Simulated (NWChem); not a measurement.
System meant: SiH3SeF; SMILES [SiH2]([SeH])F

Here is an NWChem input.

```
start job
memory heap 200 mb stack 900 mb global 1100 mb
geometry units angstroms noautoz
  Si     0.651893     1.143367     0.103319
  F     -0.754544     1.781853    -0.367286
  Se     0.518522    -1.099032     0.507554
  H      1.039080     1.740221     1.402230
  H      1.636368     1.416354    -0.969378
  H      0.474949    -1.462213    -0.928408
end
basis spherical
  * library def2-svp
end
dft
  odft
  mult 2
  xc pbe0
  iterations 150
  mulliken
end
task dft energy
```

End of the output:

```
 Summary of "ao basis" -> "" (spherical)
 ------------------------------------------------------------------------------
       Tag                 Description            Shells   Functions and Types
 ---------------- ------------------------------  ------  ---------------------
 *                          def2-svp                  on all atoms

                                 NWChem DFT Module
                                 -----------------

 Summary of "ao basis" -> "ao basis" (spherical)
 ------------------------------------------------------------------------------
       Tag                 Description            Shells   Functions and Types
 ---------------- ------------------------------  ------  ---------------------
 Si                         def2-svp                 8       18   4s3p1d
 F                          def2-svp                 6       14   3s2p1d
 Se                         def2-svp                12       32   5s4p3d
 H                          def2-svp                 3        5   2s1p

 Summary of "ao basis" -> "ao basis" (spherical)
 ------------------------------------------------------------------------------
       Tag                 Description            Shells   Functions and Types
 ---------------- ------------------------------  ------  ---------------------
 Si                         def2-svp                 8       18   4s3p1d
 F                          def2-svp                 6       14   3s2p1d
 Se                         def2-svp                12       32   5s4p3d
 H                          def2-svp                 3        5   2s1p

  number of electrons :                   60
  multiplicity        :                    2
 ------------------------------------------------------------------------
  no. of electrons and multiplicity not compatible                  60
 ------------------------------------------------------------------------
 ------------------------------------------------------------------------
  current input line :
    21: task dft energy
 ------------------------------------------------------------------------
 ------------------------------------------------------------------------
 There is an error in the input file
 ------------------------------------------------------------------------
 For more information see the NWChem manual at https://nwchemgit.github.io

0: no. of electrons and multiplicity not compatible:Received an Error in Communication
```

Question: What is wrong, and how is it mended?

Answer: The program refused the input. Cause: the multiplicity doesn't fit the number of electrons (an even count wants an odd multiplicity, and the reverse). This input runs:
```
start job
memory heap 200 mb stack 900 mb global 1100 mb
geometry units angstroms noautoz
  Si     0.651893     1.143367     0.103319
  F     -0.754544     1.781853    -0.367286
  Se     0.518522    -1.099032     0.507554
  H      1.039080     1.740221     1.402230
  H      1.636368     1.416354    -0.969378
  H      0.474949    -1.462213    -0.928408
end
basis spherical
  * library def2-svp
end
dft
  xc pbe0
  iterations 150
  mulliken
end
task dft energy
```
It converges to -2791.79962 Ha (PBE0/def2-SVP).
